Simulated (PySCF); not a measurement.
**NaIn⁺: energy against distance**

Set-up: basis Na def2-SVPD, In def2-SVPD with ECP28; scalar-relativistic core potentials; PySCF 2.14. Energies in eV from Na⁺ + In in their ground configurations at the same level. All curves are PBE0. state 1: ²Σ⁺ (doublet), unpaired electrons σ ↑; state 2: ²Π (doublet), unpaired electrons π ↑, a second solution, started from another occupation; state 3: ⁴Π (quartet), unpaired electrons σ ↑↑, π ↑, a second solution, started from another occupation.

```tsv
R (Å)	state 1	state 2	state 3
3.075	-0.953	-0.0415	3.8201
3.217	-1.016	-0.0656	3.7509
3.361	-1.051	-0.0746	3.7116
3.468	-1.064	-0.0750	3.6970
3.575	-1.068	-0.0719	3.6925
3.682	-1.064	-0.0667	3.6958
3.825	-1.050	-0.0579	3.7098
4.004	-1.022	-0.0460	3.7381
4.218	-0.979	-0.0324	3.7818
4.505	-0.912	-0.0177	3.8472
```

Put a parabola through the three lowest points of the state 1 curve and estimate Re, k and ωe (reduced mass 19.16 u; 1 eV/Å² = 0.16022 mdyn/Å; ωe = 1302.8·√(k/μ) cm⁻¹).

Through R = 3.468, 3.575, 3.682 Å the second-order coefficient is 0.349 eV/Å², so Re ≈ 3.575 Å, k ≈ 0.112 mdyn/Å and ωe ≈ 100 cm⁻¹. A polynomial fit of higher order to the unrounded PBE0 energies gives Re = 3.569 Å, k = 0.103 mdyn/Å, ωe = 95.6 cm⁻¹; anharmonicity and rounding make the difference.

The higher-order fit for each curve: state 1: Re = 3.569 Å, ωe = 95.6 cm⁻¹, De = 1.07 eV; state 2: Re = 3.423 Å, ωe = 71.0 cm⁻¹, minimum 0.075 eV below the ground-state fragments; state 3: Re = 3.579 Å, ωe = 98.4 cm⁻¹, minimum 3.69 eV above the ground-state fragments.

These are scalar-relativistic numbers at best; spin–orbit coupling would shift them, the dissociation energy most. For an ion De counts to the pair picked by the measured ionisation energies or electron affinities, which need not be the lowest pair at this level. Counting both spins, an empty level lies below a filled one in some of these solutions, because spin and occupation are held. The state was picked by a PBE0 search and need not be the measured ground state.
